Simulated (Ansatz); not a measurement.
Reaction (hydrogenolysis of a B–F bond): `CB(F)[SiH2][AlH2]` + H₂ → `CB[SiH2][AlH2]` + H–F

Calculated with Ansatz (gas phase, PBE0-D4/def2-TZVP geometries, no zero-point term in ΔE). CCSD(T)/CBS is the MP2 limit (def2-TZVPP, def2-QZVPP) plus CCSD(T) − MP2 in def2-TZVPP, frozen cores. This one scheme is used for every species. Functionals use def2-TZVPP. Each species was taken in one conformer, which may not be the lowest.

| level | ΔE (kJ/mol) |
| --- | --- |
| PBE-D4 | 124.8 |
| CCSD/def2-TZVPP | 119.9 |
| CCSD(T)/def2-TZVPP | 122.1 |
| HF/def2-QZVPP | 122.1 |

(1) What does CCSD(T)/CBS give? (An estimate is asked.)

Largest T1 diagnostic among the species: 0.014.

Results:

(1) Ansatz gave: +119.3 kJ/mol. The listed levels differ from it by 5.5, 0.6, 2.8, 2.8 kJ/mol.

From PBE to PBE0 (25 % exact exchange), in def2-TZVPP and without D4, ΔE moves by −4.2 kJ/mol.
